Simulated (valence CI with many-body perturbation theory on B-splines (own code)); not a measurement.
# Questions on Sc⁷⁺

Level of theory: valence CI with perturbative core correlation (CI+MBPT): four valence electrons over a frozen Dirac-Fock core [Ne], radial functions for each j: 9 s, 9 p, 8 d, 6 f, 3 g, 1 h, with the one-electron correlation potential Σ1, the two-electron term Σ2, the three-electron term Σ3, Breit, model QED; selected CI, second order for the rest, scaled by the run's own slope (own B-spline code, finite nucleus).

Set against measurement, 21 paired levels are off by 153 cm⁻¹ on average, the worst by 512. These come from a selection out of Sugar and Corliss, J. Phys. Chem. Ref. Data 9, 473 (1980). Levels without a partner in it may be off by more.

Rates and lifetimes use the calculated energies. Strong lines usually hold to 10 to 20 %, long lifetimes can be off by a factor of two.

(1) What is the ground level?

(2) What are the static dipole polarisabilities of the lowest levels?

(3) How well does LS coupling describe the low levels?

(4) Name the longest-lived excited levels whose lifetime is computed, and their main decay.

(5) Among levels below 414910 cm⁻¹, which E1 lines absorb most strongly from the ground level?

## Answers

(1) 3s2.3p2 3P_0, composition 95 % 3s2.3p2 3P.

(2) 3s2.3p2 3P_0 1.05; 3s2.3p2 3P_1 1.05 (tensor 0.034); 3s2.3p2 3P_2 1.06 (tensor -0.066); 3s2.3p2 1D_2 1.05 (tensor 0.14) bohr³, of which the core gives 0.0164.

(3) Among the lowest 20 levels the leading LS term, summed over configurations, holds 96 % on average. For single configurations the figures are 86 % in LS and 61 % in jj coupling. Terms mix most in the J = 2 level at 319730 cm⁻¹, where the leading one holds 62 %.

(4) 3s2.3p2 3P_1 at 2275 cm⁻¹ lives 4.74 s, mostly by M1 to 3s2.3p2 3P_0; 3s2.3p2 3P_2 at 5518 cm⁻¹ lives 2.20 s, mostly by M1 to 3s2.3p2 3P_1; 3s2.3p2 1D_2 at 25172 cm⁻¹ lives 126 ms, mostly by M1 to 3s2.3p2 3P_2.

(5) to 3s2.3p.3d 3P°_1 at 31.00 nm, f = 0.701; to 3s2.3p.3d 3D°_1 at 30.31 nm, f = 0.698; to 3s.3p3 3S°_1 at 36.66 nm, f = 0.231.
